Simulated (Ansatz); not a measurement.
The cluster Be₃O₃⁻. Total charge -1; doublet. Geometry r2SCAN-D4/def2-SVPD.

Cartesian coordinates in Å:
```
Be 0.5192 1.2042 -0.0621
Be -1.2856 -0.1716 -0.2009
Be 0.7665 -1.0324 0.2630
O -0.6401 -1.4848 0.0766
O 1.5855 0.2115 0.2478
O -0.9454 1.2731 -0.3244
```

At PBE-D4/def2-TZVPD, PBE0-D4/def2-TZVPD the highest occupied level of the relaxed charge -1 doublet lies above zero (up to 1.21 eV). By energy differences its removal costs 0.53 eV (each at its own geometry, to the charge 0 singlet, at PBE-D4/def2-TZVPD); the vertical value is larger still, so the positive level points to self-interaction error. The structure comes from a short search, and lower isomers may exist.

Task: Estimate the α-spin orbital energies around the gap (eV) in Ansatz with PBE-D4/def2-TZVPD, PBE0-D4/def2-TZVPD.

Result: 
| orbital | PBE-D4/def2-TZVPD | PBE0-D4/def2-TZVPD |
| --- | --- | --- |
| HOMO−5 | -3.69 | -5.30 |
| HOMO−4 | -2.73 | -4.40 |
| HOMO−3 | -2.73 | -4.40 |
| HOMO−2 | -2.38 | -3.91 |
| HOMO−1 | -2.38 | -3.91 |
| HOMO | 1.21 | 0.88 |
| LUMO | 2.07 | 2.42 |
| LUMO+1 | 2.08 | 2.42 |
| LUMO+2 | 3.09 | 3.39 |
| LUMO+3 | 3.33 | 3.66 |
| LUMO+4 | 3.33 | 3.67 |
| LUMO+5 | 3.46 | 3.82 |
| β HOMO | -2.37 | -3.93 |
| β LUMO | 1.94 | 2.51 |
